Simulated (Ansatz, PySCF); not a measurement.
Stretching the Ge2–H3 bond in GaGeH5 (SMILES [GaH2][GeH3]) (multiplicity 1 held, fragments rigid). Energies count from the point at 1.541 Å.
Geometry at that point (charge 0, multiplicity 1):
```xyz
7

Ga    -1.2304    -0.0777    -0.2920
Ge     1.1573     0.0702     0.2737
H      1.9820    -1.1429    -0.1997
H      1.7871     1.3290    -0.3615
H      1.3593     0.1998     1.7986
H     -2.2172     1.0451     0.2026
H     -1.8013    -1.2698    -1.1461
```

Restricted levels (R-, RO-) in cc, def2 and unpolarised 6-31G sets keep to the state of the molecule at rest. U- levels take the lowest unrestricted solution at each point, which mixes spins at long bonds. Levels need not reach the same state.

Rows in 3-21G carry no dispersion term and start afresh at each structure; the Pople sets are all-electron and without relativity.

The values were computed with Ansatz (Gaussian orbitals); PySCF for 3-21G rows. Each number belongs to the level named beside it.

Question: One of these levels gives 5.117 eV for the energy at R = 4.932 Å. Which?
A) R-HF/3-21G
B) R-B3LYP/cc-pVTZ
C) U-r2SCAN/cc-pVTZ

Answer: B, R-B3LYP/cc-pVTZ. The others give 7.274 (R-HF/3-21G), 3.607 (U-r2SCAN/cc-pVTZ)

Doubts at one or more of the structures used: a restricted determinant that unrestricted orbitals would lower (R-HF/3-21G, R-B3LYP/cc-pVTZ); a spin-contaminated determinant (U-r2SCAN/cc-pVTZ).

Ansatz is a first-principles code.
